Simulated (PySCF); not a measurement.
Species: C₃H₁₁FSi₃.
Structure used (GFN2-xTB), in Å, numbered top down from 1:
```
atom  x, y, z in Å
F1    -0.633   -1.537   -1.837
C2    -0.631   -1.614   -0.432
Si3   -1.850   -0.288    0.224
C4    -1.120    1.418   -0.165
Si5    0.658    1.686    0.454
C6     1.771    0.306   -0.235
Si7    1.187   -1.456    0.155
H8    -1.012   -2.614   -0.211
H9    -3.147   -0.474   -0.439
H10   -1.982   -0.504    1.671
H11   -1.766    2.189    0.253
H12   -1.137    1.562   -1.246
H13    1.151    2.998   -0.003
H14    0.686    1.660    1.924
H15    1.837    0.417   -1.318
H16    2.783    0.438    0.145
H17    1.195   -1.724    1.598
H18    2.001   -2.456   -0.549
```

Method used: TDDFT wB97X-D/def2-SVPD, vertical, gas phase, core orbitals frozen in the response in PySCF.

Lowest singlets, with some entries withheld (?).

| state | E (eV) | f | main configurations (H = HOMO, L = LUMO) |
| --- | --- | --- | --- |
| S1 | 7.14 | ? | H→L+2 (72%) |
| S2 | 7.62 | ? | H→L+1 (74%), H→L (11%) |
| S3 | 7.67 | ? | H→L (67%), H→L+1 (13%) |
| S4 | 7.82 | ? | H-1→L+2 (52%), H-1→L (26%) |
| S5 | 8.03 | ? | H→L+3 (56%), H-1→L (10%), H-1→L+1 (10%) |
| S6 | 8.07 | ? | H-1→L+3 (37%), H-1→L (21%), H-1→L+2 (8%) |
| S7 | 8.07 | ? | H-1→L+3 (34%), H-1→L (27%) |
| S8 | 8.20 | ? | H-1→L+1 (69%) |

Task: What stands in place of each question mark?

Result: 
- S1: f = 0.0098
- S2: f = 0.035
- S3: f = 0.0048
- S4: f = 0.0096
- S5: f = 0.039
- S6: f = 0.027
- S7: f = 0.020
- S8: f = 0.025

Task: What is the mean static polarisability from the same response equations?

Result: 110.4 au (16.36 Å³), with principal values 95.3, 117.8 and 118.0 au.

Task: Where do the lowest triplets lie (Tamm–Dancoff)?

Result: T1 6.57 eV, H→L+2 (65%), H→L+4 (8%); T2 7.30 eV, H→L+1 (82%); T3 7.44 eV, H-1→L+2 (45%), H-3→L+2 (10%), H-4→L+2 (9%). E(S1) − E(T1) = +0.56 eV.

Task: How far apart are S4 and S8, in eV and cm⁻¹?

Result: 8.196 − 7.818 = 0.378 eV, or about 3050 cm⁻¹.

One conformer stands for the species.
